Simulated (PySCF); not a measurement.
Relaxation of triplet [RhH4]-

Method: UPBE0/[Rh def2-TZVPD with ECP28, H def2-TZVPD], scalar-relativistic core potentials, density fitting, no spin–orbit coupling, PySCF. A (50,194) grid was used.

A start at or just off a symmetric point, pushed along the force that breaks its symmetry, of D2h symmetry, free to break it:

Coordinates in bohr (charge -1 multiplicity 3):
```
Rh    0.0000    0.0000    0.0000
H     3.1968   -0.0253    0.0000
H    -0.0253    3.1968    0.0000
H    -3.1968    0.0253    0.0000
H     0.0253   -3.1968    0.0000
```

At each step, columns x, y, z (Å) and Fx, Fy, Fz (eV/Å):

```
step 0  E − E(last) = 2.39 kJ/mol
Rh   0.000   0.000   0.000   0.000   0.000   0.000
H    1.692  -0.013   0.000  -0.005  -0.148   0.000
H   -0.013   1.692   0.000  -0.148  -0.005   0.000
H   -1.692   0.013   0.000   0.005   0.148   0.000
H    0.013  -1.692   0.000   0.148   0.005   0.000
step 1  E − E(last) = 1.11 kJ/mol
Rh   0.000   0.000   0.000   0.000   0.000   0.000
H    1.691  -0.040   0.000  -0.013  -0.101   0.000
H   -0.040   1.691   0.000  -0.101  -0.013   0.000
H   -1.691   0.040   0.000   0.013   0.101   0.000
H    0.040  -1.691   0.000   0.101   0.013   0.000
step 2  E − E(last) = 0.01 kJ/mol
Rh   0.000   0.000   0.000   0.000   0.000   0.000
H    1.689  -0.095   0.000  -0.024  -0.002   0.000
H   -0.095   1.689   0.000  -0.002  -0.023   0.000
H   -1.689   0.095   0.000   0.023   0.002   0.000
H    0.095  -1.689   0.000   0.002   0.024   0.000
step 3  E − E(last) = 0.00 kJ/mol
Rh   0.000   0.000   0.000   0.000   0.000   0.000
H    1.688  -0.097   0.000  -0.011   0.000   0.000
H   -0.097   1.688   0.000   0.000  -0.011   0.000
H   -1.688   0.097   0.000   0.011   0.000   0.000
H    0.097  -1.688   0.000   0.000   0.011   0.000
```

It ends at D2h with Rh–H 1.690 Å (×4); H–Rh–H 83.4° (×2), H–Rh–H 96.6° (×2), H–Rh–H 180.0° (×2) (after a last refinement on a finer grid). A frequency run shows 2 imaginary modes, down to 678i cm⁻¹, so it is a higher-order saddle point.

Open d and f shells are described by one determinant, and the ground state may have another occupation or spin. At this level a singlet minimum of C2v symmetry lies 149 kJ/mol below this structure.
